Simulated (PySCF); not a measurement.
Two species compared at the same levels of theory.

First species: C5H8ClN.
InChI=1S/C5H8ClN/c1-4(3-7)5(2)6/h4-5H,1-2H3/t4-,5+/m0/s1

Second species: 2-fluorothiophene, C4H3FS.
Z-matrix (Å and degrees, GFN2-xTB geometry), rows numbered from 1:
```
F 
C   1  1.3332
C   2  1.3546  1  126.57
C   3  1.4152  2  111.10  1   179.98
C   4  1.3548  3  113.03  2     0.01
S   5  1.7231  4  112.65  3    -0.00
H   3  1.0735  2  123.82  1    -0.03
H   4  1.0745  3  123.33  2  -179.96
H   5  1.0713  4  128.40  3  -179.96
```

Levels: CAM-B3LYP/def2-SVPD for dipole moment, HOMO energy, LUMO energy, HOMO–LUMO gap, static isotropic polarisability and electronic spatial extent ⟨r²⟩ about the centre of nuclear charge; TDDFT CAM-B3LYP/def2-SVPD for lowest singlet excitation; TDA CAM-B3LYP/def2-SVPD for lowest triplet excitation (Tamm–Dancoff); GFN2-xTB for rotational constant A and rotational constant C. Geometries: GFN2-xTB. All species are isolated and taken at one optimised geometry, non-relativistic unless stated. Electronic properties by PySCF.

Dipoles, sizes and rotational constants follow the conformer. The torsions of the flexible species, by atom-mapped SMILES:
- `[CH3:1][C@@H:2]([Cl:3])[C@@H:4]([CH3:5])[C:6]#[N:7]`: C1–C2–C4–C5 -56°

| property | column X | column Y |
| --- | --- | --- |
| dipole moment | 2.12 D | 1.72 D |
| HOMO energy | -10.30 eV | -8.18 eV |
| LUMO energy | 0.92 eV | 0.50 eV |
| HOMO–LUMO gap | 11.22 eV | 8.68 eV |
| lowest singlet excitation | 7.33 eV | 5.71 eV |
| lowest triplet excitation (Tamm–Dancoff) | 6.47 eV | 3.70 eV |
| static isotropic polarisability | 76.0 au | 61.3 au |
| electronic spatial extent ⟨r²⟩ about the centre of nuclear charge | 1019 bohr² | 568 bohr² |
| rotational constant A | 3.818 GHz | 5.352 GHz |
| rotational constant C | 1.204 GHz | 2.014 GHz |

Q: Which column belongs to which species?

A: Column X is the first species and column Y the second. The first has 15 atoms and 62 electrons, the second 9 and 52.

Q: How does each property change from the first species to the second?

A: dipole moment -0.40 D; HOMO energy +2.12 eV; LUMO energy -0.42 eV; HOMO–LUMO gap -2.54 eV; lowest singlet excitation -1.62 eV; lowest triplet excitation (Tamm–Dancoff) -2.77 eV; static isotropic polarisability -14.7 au; electronic spatial extent ⟨r²⟩ about the centre of nuclear charge -451 bohr²; rotational constant A +1.534 GHz; rotational constant C +0.810 GHz.

On the first: No computed singlet falls in the visible range (750 to 380 nm, 1.65 to 3.26 eV); S1 lies 4.07 eV above its blue end.

On the second: No computed singlet falls in the visible range (750 to 380 nm, 1.65 to 3.26 eV); S1 lies 2.45 eV above its blue end. The principal polarisabilities are 41.5, 68.5 and 73.9 au; their mean is the isotropic value.
